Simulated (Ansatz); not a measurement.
# ClH3OSiZn: where a starting geometry ends

The starting geometry of this gas-phase singlet was optimised with GFN2-xTB.

```yaml
atoms:
  - { symbol: Cl, position_ang: [-0.1314, -0.6835, 0.0097] }
  - { symbol: O, position_ang: [1.4378, -3.5238, -0.9304] }
  - { symbol: Si, position_ang: [-0.6931, 1.2433, 0.4211] }
  - { symbol: Zn, position_ang: [1.8159, -1.9516, -1.0182] }
  - { symbol: H, position_ang: [-0.6926, 1.9797, -0.8379] }
  - { symbol: H, position_ang: [0.2853, 1.7961, 1.3507] }
  - { symbol: H, position_ang: [-2.0219, 1.1398, 1.0050] }
```

Question: Predict what becomes of its bonds when it is optimised with PBE0-D4/def2-SVP.

Answer: It rearranges to `[SiH3][O][Zn][Cl]`. Distances that change by over a tenth: Cl1–Zn4 (2.54 → 2.09 Å). Contacts that open: Cl1–Si3 (2.05 → 5.28 Å). Contacts that close: O2–Si3 (5.39 → 1.64 Å).

The energy falls by 5.61 eV over 48 steps:

| step | E − E(last) (eV) |
| --- | --- |
| 1 | 5.609 |
| 6 | 5.139 |
| 11 | 5.014 |
| 17 | 4.941 |
| 22 | 4.848 |
| 27 | 4.321 |
| 32 | 1.888 |
| 38 | 0.161 |
| 43 | 0.005 |
| 48 | 0.000 |

Final geometry (Å):

```yaml
atoms:
  - { symbol: Cl, position_ang: [-1.7001, -3.6622, 0.4402] }
  - { symbol: O, position_ang: [0.4096, -0.5145, -0.2271] }
  - { symbol: Si, position_ang: [0.4572, 1.1240, -0.1063] }
  - { symbol: Zn, position_ang: [-0.5868, -1.9256, 0.0945] }
  - { symbol: H, position_ang: [0.6150, 1.7490, -1.4563] }
  - { symbol: H, position_ang: [1.6056, 1.5575, 0.7489] }
  - { symbol: H, position_ang: [-0.8005, 1.6717, 0.5061] }
```

Frequencies at the end show an imaginary mode, so it is a saddle point. Run with Ansatz 0.2.0, 68 s on 2 threads of Intel(R) Xeon(R) 6975P-C (Granite Rapids) (shared host).
